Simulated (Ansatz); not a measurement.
Reaction (ligand exchange at a B–O bond): `[SiH3][SiH2]OBCl` + `OCS` → `SCOBCl` + `O[SiH2][SiH3]`

Isolated molecules relaxed with PBE0-D4/def2-TZVP in Ansatz; ΔE leaves out vibrations. CCSD(T)/CBS adds triple-zeta CCSD(T) − MP2 to the extrapolated MP2 energy (def2 sets, frozen cores). Functionals use def2-TZVPP. B3LYP here is the variant with VWN-RPA as its local correlation; programs differ in this. Each species was taken in one conformer, which may not be the lowest.

`[SiH3][SiH2]OBCl`:

```xyz
11

Si    0.601   -0.511   -1.574
Si   -1.218   -0.120   -0.146
O    -0.736    0.429    1.355
B     0.467    0.677    1.880
Cl    0.579    1.261    3.533
H     0.060   -0.991   -2.875
H     1.374    0.738   -1.803
H     1.504   -1.550   -1.012
H    -1.993   -1.366    0.080
H    -2.124    0.912   -0.710
H     1.486    0.520    1.273
```

`OCS`:

Cartesian coordinates in Å:
```
O -0.783 0.907 0.332
C 0.248 0.138 -0.234
S -0.315 -1.535 -0.553
H -0.433 1.782 0.526
H 0.554 0.516 -1.217
H 1.130 0.104 0.414
H -0.402 -1.911 0.732
```

`SCOBCl`:

```xyz
9

S     1.250    1.642   -0.123
C    -0.344    0.841    0.111
O    -0.245   -0.504    0.528
B    -0.191   -1.498   -0.372
Cl   -0.013   -3.136    0.217
H     1.593    1.670    1.175
H    -0.923    1.370    0.865
H    -0.851    0.919   -0.854
H    -0.277   -1.304   -1.547
```

`O[SiH2][SiH3]`:

```xyz
9

O     1.638    0.442   -1.188
Si    0.732   -0.640   -0.325
Si   -1.052    0.386    0.804
H     1.192    0.954   -1.864
H     0.181   -1.710   -1.207
H     1.673   -1.263    0.639
H    -1.860   -0.641    1.517
H    -1.938    1.086   -0.168
H    -0.566    1.386    1.793
```

(1) Is it downhill or uphill in electronic energy at CCSD(T)/CBS, and by how much? (Best estimate.)

(2) What do these levels give: PBE-D4, B3LYP, SCS-MP2/def2-TZVPP, HF/def2-QZVPP, HF/CBS(def2), CCSD/CBS(def2)? (Estimate.)

Largest T1 diagnostic among the species: 0.013.

Results:

(1) The calculation gave: Downhill: ΔE = -1.2 kcal/mol.

(2) Ansatz gave: PBE-D4 -1.9, B3LYP -1.8, SCS-MP2/def2-TZVPP -1.6, HF/def2-QZVPP -0.3, HF/CBS(def2) -0.3, CCSD/CBS(def2) -0.9 kcal/mol.

In def2-TZVPP, CCSD(T) changes the Hartree–Fock value by −1.1 kcal/mol (the triples alone add −0.3 kcal/mol) and MP2 by −1.3 kcal/mol.
